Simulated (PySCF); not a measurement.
# Working out the ionisation energy of Sb⁺

Sb⁺ [Kr] 4d10 5s2 5p2 (3P) → Sb²⁺ [Kr] 4d10 5s2 5p1 (2P). Computed with PySCF 2.14 in x2c-TZVPPall (8s6p4d2f, 60 functions), with the spin-free X2C one-electron Hamiltonian (Gaussian nucleus). Frozen: [Kr] 4d10. Energies in hartree (1 hartree = 27.21139 eV):

```json
{"part": "UHF", "Sb⁺ (lower)": "-6477.637139", "Sb²⁺ (upper)": "-6477.048765"}
{"part": "CCSD correlation", "Sb⁺ (lower)": "-0.057204", "Sb²⁺ (upper)": "-0.044988"}
{"part": "(T)", "Sb⁺ (lower)": "-0.001312", "Sb²⁺ (upper)": "-0.000566"}
```

Question: What does Hartree-Fock give?

Answer: (-6477.048765) − (-6477.637139) = 0.588374 hartree = 16.010 eV.

Question: What do CCSD and CCSD(T) give?

Answer: The CCSD correlation energies differ by 0.012216 hartree = 0.332 eV and the triples by 0.000746 hartree = 0.020 eV, so CCSD gives 16.342 eV and CCSD(T) 16.362 eV.

Reference: 16.626 ± 0.025 eV (measured; NIST Atomic Spectra Database, ionization energies), between the lowest levels; spin-orbit coupling is absent from the calculation.

What remains against the reference includes basis incompleteness, the frozen core and higher excitations.
